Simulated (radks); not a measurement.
The numbers below are computed, except where a source is named.
Effect of the nuclear size on the ruthenium ion Ru40+, [He] 2s2. Code: a radial shooting solver on a logarithmic mesh with Libxc functionals. Model: Dirac Kohn-Sham, exchange-only LDA, spin-unpolarised, spherical densities, finite nucleus; Fermi nuclear charge, rms radius 4.4809 fm. The rms radius is varied about that value; shifts are against it.

rms radius (fm)  total energy shift (eV)  density at nucleus (e/bohr^3)  1s1/2 shift (meV)  2s1/2 shift (meV)  2p1/2 (empty) shift (meV)  3s1/2 (empty) shift (meV)
3.9611                            -0.423                       1.11e+05               -180              -22.9                      0.833                      -6.55
4.1                               -0.314                      1.105e+05               -134              -17.0                      0.619                      -4.87
4.4809                                 0                      1.094e+05              0.000              0.000                      0.000                      0.000
4.8707                             0.347                      1.083e+05                148               18.8                     -0.683                       5.38
5.1889                             0.649                      1.075e+05                277               35.2                      -1.28                       10.1

Slopes of the eigenvalues against <r^2> in GHz/fm^2, as finite differences over the two radii next to the reference (eigenvalue slopes, not the field-shift constants of lines): 1s1/2 9860, 2s1/2 1250, 2p1/2 (empty) -45.6, 3s1/2 (empty) 358.
